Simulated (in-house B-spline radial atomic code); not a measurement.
Values are calculated unless marked as measured or tabulated.
## Quantum size effects in thin Sb films (stabilised jellium)

The positive ions are smeared into a uniform slab; the electrons are solved self-consistently in the LDA (PW92) on a fine grid across the film. Stabilised jellium adds, inside the slab, the constant potential −n de/dn that makes the bulk stable at the metal's density. No lattice, so no dependence on crystal face. Atomic units unless named. The table is for the stabilised model.

Sb: 5 valence electrons per atom, density 6.68 g/cm³, mass 121.76 u, so r_s = 2.14 bohr.

```csv
thickness (nm),in Fermi wavelengths,filled subbands,work function (eV),surface energy (J/m²)
0.417,1.125,3,4.291,0.922
0.464,1.250,3,4.437,0.895
0.510,1.374,3,4.259,0.827
0.556,1.500,3,3.877,0.840
0.603,1.626,4,4.259,0.904
0.649,1.750,4,4.367,0.882
0.695,1.875,4,4.245,0.838
0.741,2.000,4,3.981,0.848
0.788,2.125,5,4.239,0.893
0.834,2.249,5,4.325,0.877
0.881,2.375,5,4.238,0.845
0.927,2.501,5,4.040,0.853
0.973,2.625,6,4.228,0.887
```

Problem. At what steps in thickness do new subbands fill, and why?

Solution. λ_F = 2π/k_F = 7.006 bohr = 0.371 nm. New subbands appear by 1.625, 2.125, 2.625 λ_F, each within the grid step of 1/8 λ_F; the true step is half a wavelength (0.185 nm), since a level crosses E_F each time one more half wave at k_F fits across the film.

Problem. How large is the oscillation of the work function here?

Solution. It runs from 3.877 to 4.437 eV over the table, 0.56 eV within the first four rows and 0.28 eV within the last four, about a thick-film value of 4.21 eV. The grid can skip the cusp where a subband opens, so the true swing can be larger; measurement on the bulk metal gives 4.55 to 4.70 eV.

Problem. The film of 18.39 bohr has subband bottoms at -14.852, -13.894, -12.329, -10.206, -7.619, -4.761 eV, measured from the vacuum level. Show that these levels and neutrality give the work function in the table.

Solution. Each subband holds (E_F − ε_j)/π electrons per bohr², spin included. Neutrality needs n L = 0.02436 × 18.39 = 0.44797, and π n L × 27.2114 = 38.296 eV. So E_F = (π n L + Σ ε_j)/6 = (38.296 + (-63.661))/6 = -4.228 eV, and the work function is 4.228 eV.
